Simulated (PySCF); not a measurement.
Saddle point of BH$_{3}$SF$_{2}$, singlet (BHSF₂ ([F][B]([F])[SH]) + H₂ → BHF₂ ([F][BH][F]) + H₂S; bonds formed: B1–H6, S2–H5; bonds broken: B1–S2, H5–H6), PBE0-D4/def2-TZVP structure:

```xyz
7
angstrom
B -0.6031 -0.2149 -0.0323
S 1.1845 0.3553 -0.8858
F -1.1895 -1.1261 -0.8188
F -1.2931 0.8461 0.4065
H 0.7320 -0.4877 0.4501
H -0.0863 -0.8504 1.0313
H 1.2555 1.4779 -0.1508
```

Energies are electronic, without zero-point energy. Barriers and step energies count from the start structure reached by relaxing down the imaginary mode; all methods use the PBE0-D4 structures, on which another method's saddle can fall below an end. PySCF 2.14 with density fitting (its default auxiliary sets; JK sets also for MP2 and CCSD(T)); basis: def2-TZVPP, with def2-QZVPP for the basis limit; cores frozen in the correlated methods. B3LYP uses VWN-RPA correlation. Extrapolation: Hartree–Fock as exp(−7.88 √X), correlation as X^−2.97.

```tsv
method	barrier (kJ/mol)	step energy (kJ/mol)
SPW92	?	30.5
PBE-D4	135.1	34.4
r2SCAN-D4	148.3	35.7
PBE0-D4	?	30.9
B3LYP-D4	?	26.7
BHLYP-D4	184.6	22.0
wB97M-V	169.7	27.7
HF	235.6	15.5
MP2	173.6	31.5
CCSD	184.7	22.7
CCSD(T)	176.2	26.3
```

Problem. Fill in the withheld barriers. (An estimate is asked for; the value comes from the calculation.)

Solution. The calculation gives: B3LYP-D4 167.7; SPW92 98.3; PBE0-D4 148.0 kJ/mol. Each is the energy of the saddle less that of the start structure, by the same method.

For comparison, the barrier by CCSD(T) at an estimated basis limit (MP2 extrapolated from triple and quadruple zeta, plus CCSD(T) − MP2 in triple zeta) is 173.7 kJ/mol.

No T1 diagnostic of these runs exceeds 0.013. The end structure is not quite a true minimum (one mode of 37i cm⁻¹).

Labels in which every atom is bracketed show which atoms are joined, not bond orders.

For scale, one of the runs: CCSD(T)/def2-TZVPP, 177 basis functions, launched by `OMP_NUM_THREADS=4 python run.py`. The run took 100 s on 4 CPU threads of an Intel Xeon 6975P-C (shared host), with 2 GiB of host memory at its peak.
